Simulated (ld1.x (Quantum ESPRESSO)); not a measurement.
## Ranking TM potentials for W (Z = 74)

All share these settings but for the change named:

```json
{
  "Element": "tungsten",
  "Generator": "ld1.x (Quantum ESPRESSO) 7.5",
  "Type": "norm-conserving Troullier–Martins (Kleinman–Bylander form)",
  "Functional": "PBE",
  "Relativity": "scalar-relativistic",
  "Frozen core": "[Xe] 4f14",
  "Valence charge": "6",
  "Reference configuration": "5d4 6s1.75 6p0 (charge +0.25)",
  "Partial waves": "6s (bound): rc 2.85 bohr; 6p (bound, empty): rc 2.65 bohr; 5d (bound): rc 1.80 bohr",
  "Local potential": "all-electron potential smoothed inside 2.55 bohr (lloc = -2)",
  "Core correction": "none"
}
```

Test errors are all-electron minus pseudo excitation energies from the reference, over 5d4 6s2 6p0; 5d4 6s1 6p0; 5d4 6s0 6p0; 5d2 6s0 6p0; 5d3 6s0 6p0; 5d4 6s0 6p1; 5d4 6s0 6p2. None of these files shows a bound ghost.

The base gives 137.3 meV.

Of 6 variants that were run, those that failed, showed a ghost or another fault, or gave nearly equal values are left out.

(1) Rank these variants by their largest absolute test error, smallest first.
A. local potential all-electron potential smoothed inside 2.06 bohr (lloc = -2)
B. local potential all-electron potential smoothed inside 2.42 bohr (lloc = -2)
C. local potential all-electron potential smoothed inside 2.84 bohr (lloc = -2)
D. local potential all-electron potential smoothed inside 3.18 bohr (lloc = -2)

## Answers

(1) D (57.1 meV), C (90.3 meV), B (156.7 meV), A (201.9 meV).
